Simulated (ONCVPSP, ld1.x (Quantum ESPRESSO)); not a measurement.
# Pseudopotentials across the periodic table

Generated with ld1.x 7.5 (TM, RRKJ, ultrasoft, PAW), atompaw 4.2 or ONCVPSP 4.0.1. The cutoff is in Ry: for ld1.x and atompaw files where the sum of valence levels is converged to 10 mRy in a Bessel basis, for ONCV files where the hardest occupied wave has 1 mHa per electron of residual kinetic energy. The error is the largest all-electron minus pseudo excitation energy over each file’s own four to seven test configurations (ionisations up to +4, promotions, holes and added fractions of an electron), all of which were solved. The labels leave out finer settings (local radius, basis sizes, second energies), which also bear on the numbers. Spin-polarised tests are not counted. The rows are a selection from randomly drawn settings: files with unsolved tests, undetermined cutoffs or missed reference levels are left out.

```csv
element,potential,cutoff (Ry),largest error (meV),bound ghosts
Ti,"ONCV, PBEsol, scalar-relativistic, rc 1.65/1.70/2.65 (spd), local smoothed, core correction yes, reference 3s2 3p6 3d2 4s1, qcut 5.9/8.5/5.7, projectors 2/2/3",42,+424,none
Nb,"TM, PBE, scalar-relativistic, rc 1.45/1.65/1.90 (spd), local smoothed, core correction no, reference 4s2 4p6 4d2 5s0 5p0",70,+244,none
Pd,"TM, PBEsol, scalar-relativistic, rc 1.15/1.10/1.25 (spd), local s, core correction no, reference 4s2 4p6 4d10 5s0",140,+204,none
La,"ONCV, PBEsol, scalar-relativistic, rc 2.30/1.70/4.00/3.45 (spdf), local smoothed, core correction no, reference 5s2 5p6 5d1 6s2, qcut 5.5/4/3.1/2.9, projectors 2/2/2/2",116,+142,none
La,"ONCV, PBE, scalar-relativistic, rc 3.00/1.95/2.35/2.95 (spdf), local smoothed, core correction yes, reference 5s2 5p6 5d1 6s1, qcut 4.3/3.7/3.7/4.1, projectors 2/1/2/1",106,-191,none
Pb,"ONCV, LDA (Perdew-Wang 92), scalar-relativistic, rc 1.15/1.50/1.45/1.20 (spdf), local smoothed, core correction yes, reference 5s2 5p6 5d10 6s2 6p1, qcut 8.4/9.5/10.1/10.4, projectors 2/2/1/1",91,-19,none
```

Fill in the row for Pd: ONCV, PBE, scalar-relativistic, rc 1.45/1.30/1.90/1.85 (spdf), local smoothed, core correction no, reference 4s2 4p6 4d8, qcut 8.4/11.5/7.2/6.4, projectors 2/2/2/3.

cutoff 84 Ry, largest error +123 meV, bound ghosts: none.

Fill in the row for Mg: PAW, PBE, scalar-relativistic, rc 1.10/1.15/1.30 (spd), local smoothed, core correction yes, reference 2s2 2p6 3s2 3p0.

cutoff 70 Ry, largest error -9.9 meV, bound ghosts: none.
